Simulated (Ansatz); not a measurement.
Ansatz (a first-principles code) input file for Al(H)2(PH2) (AlH₄P), SMILES [AlH2][PH2], PBE-D3(BJ)/def2-TZVP. 

Ansatz 0.2 input:
```yaml
crystal:
  periodic: [false, false, false]
  atoms:
    - {symbol: Al, position_ang: [0.12405109, -0.42065736, -1.08718787]}
    - {symbol: H, position_ang: [-0.93441523, -0.65349944, -2.19317144]}
    - {symbol: H, position_ang: [1.54980614, -0.79109393, -1.58269436]}
    - {symbol: P, position_ang: [-0.23827355, 0.36401874, 1.05696418]}
    - {symbol: H, position_ang: [0.31361334, 1.59917784, 0.68331231]}
    - {symbol: H, position_ang: [1.03243475, -0.14631983, 1.37153308]}
basis:
  gaussian:
    orbitals: def2-TZVP
hamiltonian:
  xc: pbe
  dispersion: d3bj
relax: {f_tol: 0.002, max_steps: 200}
```

Log of the run:

```
WARN ansatz: RAYON_NUM_THREADS=1 ignored (pool sized by the plan → 1); use --threads N
Functional definition: PBE
integrals: 0.03 GiB planned
705 factors; their error is unknown
mean field: 0.21 GiB planned
mean field evaluation 1: about -15940.5014 eV, gradient 2.3e1 eV
mean field evaluation 2: about -15941.1515 eV, gradient 2.1e1 eV
mean field evaluation 4: about -15942.4691 eV, gradient 1.2e0 eV
mean field evaluation 8: about -15942.4680 eV, gradient 1.5e-2 eV
mean field -15942.46804888 eV, -585.8748946034 hartree, gradient 1.5e-5 eV, S^2 0.000000; 0 other end points of the search recorded, 0 dependent functions left out
the calculation of the forces begins
reference -15942.46809113 eV, -585.8748961560 hartree; 16, 16 occupied and 82, 82 virtual orbitals, 705 factors
relax step   1: F+E_penalty+E_count = -15942.56407692 eV  Δ(F+E_penalty+E_count) = +0.000e0 eV  max|allowed force component| = 9.116e-1 eV/Å  Δτ_max = 0.0000 Å  (25 SCF iters, accepted)
these checks for a lower state are left out or cut short: starts, cluster_reference, orbital_swaps, neighbouring_geometries, increment
integrals: 0.03 GiB planned
705 factors; their error is unknown
mean field: 0.21 GiB planned
mean field evaluation 16: about -15942.5326 eV, gradient 4.2e0 eV
mean field -15942.56822956 eV, -585.8785761755 hartree, gradient 8.9e-6 eV, S^2 0.000000; 0 other end points of the search recorded, 0 dependent functions left out
the calculation of the forces begins
reference -15942.56827154 eV, -585.8785777182 hartree; 16, 16 occupied and 82, 82 virtual orbitals, 705 factors
relax step   2: F+E_penalty+E_count = -15942.66392944 eV  Δ(F+E_penalty+E_count) = -9.985e-2 eV  max|allowed force component| = 2.758e-1 eV/Å  Δτ_max = 0.1396 Å  (26 SCF iters, accepted)
these checks for a lower state are left out or cut short: starts, cluster_reference, orbital_swaps, neighbouring_geometries, increment
integrals: 0.03 GiB planned
705 factors; their error is unknown
mean field: 0.21 GiB planned
mean field -15942.58230754 eV, -585.8790935317 hartree, gradient 1.7e-5 eV, S^2 0.000000; 0 other end points of the search recorded, 0 dependent functions left out
the calculation of the forces begins
reference -15942.58234959 eV, -585.8790950772 hartree; 16, 16 occupied and 82, 82 virtual orbitals, 705 factors
relax step   3: F+E_penalty+E_count = -15942.67744927 eV  Δ(F+E_penalty+E_count) = -1.352e-2 eV  max|allowed force component| = 9.364e-2 eV/Å  Δτ_max = 0.0677 Å  (25 SCF iters, accepted)
these checks for a lower state are left out or cut short: starts, cluster_reference, orbital_swaps, neighbouring_geometries, increment
integrals: 0.03 GiB planned
705 factors; their error is unknown
mean field: 0.21 GiB planned
mean field evaluation 32: about -15942.6178 eV, gradient 2.0e-1 eV
mean field -15942.61825223 eV, -585.8804144746 hartree, gradient 2.2e-5 eV, S^2 0.000000; 0 other end points of the search recorded, 0 dependent functions left out
the calculation of the forces begins
reference -15942.61829448 eV, -585.8804160273 hartree; 16, 16 occupied and 82, 82 virtual orbitals, 705 factors
relax step   4: F+E_penalty+E_count = -15942.71350000 eV  Δ(F+E_penalty+E_count) = -3.605e-2 eV  max|allowed force component| = 2.264e-1 eV/Å  Δτ_max = 0.2000 Å  (26 SCF iters, accepted)
these checks for a lower state are left out or cut short: starts, cluster_reference, orbital_swaps, neighbouring_geometries, increment
integrals: 0.03 GiB planned
705 factors; their error is unknown
mean field: 0.21 GiB planned
mean field -15942.62855223 eV, -585.8807929928 hartree, gradient 1.7e-5 eV, S^2 0.000000; 0 other end points of the search recorded, 0 dependent functions left out
the calculation of the forces begins
reference -15942.62859480 eV, -585.8807945570 hartree; 16, 16 occupied and 82, 82 virtual orbitals, 705 factors
relax step   5: F+E_penalty+E_count = -15942.72369515 eV  Δ(F+E_penalty+E_count) = -1.020e-2 eV  max|allowed force component| = 6.427e-1 eV/Å  Δτ_max = 0.1951 Å  (25 SCF iters, accepted)
these checks for a lower state are left out or cut short: starts, cluster_reference, orbital_swaps, neighbouring_geometries, increment
integrals: 0.03 GiB planned
705 factors; their error is unknown
mean field: 0.21 GiB planned
mean field -15942.66885609 eV, -585.8822741323 hartree, gradient 1.1e-5 eV, S^2 0.000000; 0 other end points of the search recorded, 0 dependent functions left out
the calculation of the forces begins
reference -15942.66889899 eV, -585.8822757087 hartree; 16, 16 occupied and 82, 82 virtual orbitals, 705 factors
relax step   6: F+E_penalty+E_count = -15942.76408013 eV  Δ(F+E_penalty+E_count) = -4.038e-2 eV  max|allowed force component| = 1.287e-1 eV/Å  Δτ_max = 0.2000 Å  (26 SCF iters, accepted)
these checks for a lower state are left out or cut short: starts, cluster_reference, orbital_swaps, neighbouring_geometries, increment
integrals: 0.03 GiB planned
705 factors; their error is unknown
mean field: 0.21 GiB planned
mean field -15942.66578056 eV, -585.8821611085 hartree, gradient 9.4e-6 eV, S^2 0.000000; 0 other end points of the search recorded, 0 dependent functions left out
the calculation of the forces begins
reference -15942.66582351 eV, -585.8821626871 hartree; 16, 16 occupied and 82, 82 virtual orbitals, 705 factors
relax step   7: F+E_penalty+E_count = -15942.76055579 eV  Δ(F+E_penalty+E_count) = +3.524e-3 eV  max|allowed force component| = 2.434e-1 eV/Å  Δτ_max = 0.1018 Å  (25 SCF iters, rejected (line search))
these checks for a lower state are left out or cut short: starts, cluster_reference, orbital_swaps, neighbouring_geometries, increment
integrals: 0.03 GiB planned
705 factors; their error is unknown
mean field: 0.21 GiB planned
mean field evaluation 64: about -15942.6731 eV, gradient 2.1e-5 eV
mean field -15942.67307434 eV, -585.8824291501 hartree, gradient 2.1e-5 eV, S^2 0.000000; 0 other end points of the search recorded, 0 dependent functions left out
the calculation of the forces begins
reference -15942.67311723 eV, -585.8824307262 hartree; 16, 16 occupied and 82, 82 virtual orbitals, 705 factors
relax step   8: F+E_penalty+E_count = -15942.76816757 eV  Δ(F+E_penalty+E_count) = -4.087e-3 eV  max|allowed force component| = 2.392e-2 eV/Å  Δτ_max = 0.0494 Å  (25 SCF iters, accepted)
these checks for a lower state are left out or cut short: starts, cluster_reference, orbital_swaps, neighbouring_geometries, increment
integrals: 0.03 GiB planned
705 factors; their error is unknown
mean field: 0.21 GiB planned
mean field -15942.67404143 eV, -585.8824646899 hartree, gradient 1.8e-5 eV, S^2 0.000000; 0 other end points of the search recorded, 0 dependent functions left out
the calculation of the forces begins
reference -15942.67408432 eV, -585.8824662661 hartree; 16, 16 occupied and 82, 82 virtual orbitals, 705 factors
relax step   9: F+E_penalty+E_count = -15942.76903920 eV  Δ(F+E_penalty+E_count) = -8.716e-4 eV  max|allowed force component| = 2.779e-2 eV/Å  Δτ_max = 0.0473 Å  (25 SCF iters, accepted)
these checks for a lower state are left out or cut short: starts, cluster_reference, orbital_swaps, neighbouring_geometries, increment
integrals: 0.03 GiB planned
705 factors; their error is unknown
mean field: 0.21 GiB planned
mean field -15942.67411162 eV, -585.8824672696 hartree, gradient 2.6e-5 eV, S^2 0.000000; 0 other end points of the search recorded, 0 dependent functions left out
the calculation of the forces begins
reference -15942.67415451 eV, -585.8824688456 hartree; 16, 16 occupied and 82, 82 virtual orbitals, 705 factors
relax step  10: F+E_penalty+E_count = -15942.76911007 eV  Δ(F+E_penalty+E_count) = -7.088e-5 eV  max|allowed force component| = 1.355e-2 eV/Å  Δτ_max = 0.0110 Å  (25 SCF iters, accepted)
these checks for a lower state are left out or cut short: starts, cluster_reference, orbital_swaps, neighbouring_geometries, increment
integrals: 0.03 GiB planned
705 factors; their error is unknown
mean field: 0.21 GiB planned
mean field -15942.67412990 eV, -585.8824679413 hartree, gradient 8.6e-5 eV, S^2 0.000000; 0 other end points of the search recorded, 0 dependent functions left out
the calculation of the forces begins
reference -15942.67417278 eV, -585.8824695171 hartree; 16, 16 occupied and 82, 82 virtual orbitals, 705 factors
relax step  11: F+E_penalty+E_count = -15942.76914455 eV  Δ(F+E_penalty+E_count) = -3.447e-5 eV  max|allowed force component| = 1.372e-3 eV/Å  Δτ_max = 0.0030 Å  (18 SCF iters, accepted)
integrals: 0.03 GiB planned
705 factors; their error is unknown
mean field: 0.21 GiB planned
mean field evaluation 96: about -15942.6741 eV, gradient 1.2e-4 eV
mean field -15942.67412990 eV, -585.8824679413 hartree, gradient 8.6e-5 eV, S^2 0.000000; 1 other end points of the search recorded, 0 dependent functions left out
the calculation of the forces begins
reference -15942.67417278 eV, -585.8824695171 hartree; 16, 16 occupied and 82, 82 virtual orbitals, 705 factors
Total energy: -15942.76918743 eV, -585.8859612409 hartree
Atom 0 at     0.266542    -0.487486    -1.145659 Å, force    -0.000514    -0.000889    -0.000340 eV/Å
Atom 1 at    -0.814569    -0.034260    -2.229212 Å, force    -0.000000     0.000475    -0.000073 eV/Å
Atom 2 at     1.479070    -1.445578    -1.545858 Å, force     0.000213     0.000115    -0.000212 eV/Å
Atom 3 at    -0.041536     0.094557     1.094021 Å, force     0.001372    -0.000723     0.000751 eV/Å
Atom 4 at    -0.389017     1.446731     0.780069 Å, force     0.000016     0.000730    -0.000524 eV/Å
Atom 5 at     1.346727     0.377663     1.295395 Å, force    -0.001087     0.000292     0.000397 eV/Å
Dipole moment:     0.072645     0.092325    -0.053916 e Å
```

Self-consistency was reached.

Cost: roughly 21 core-seconds.
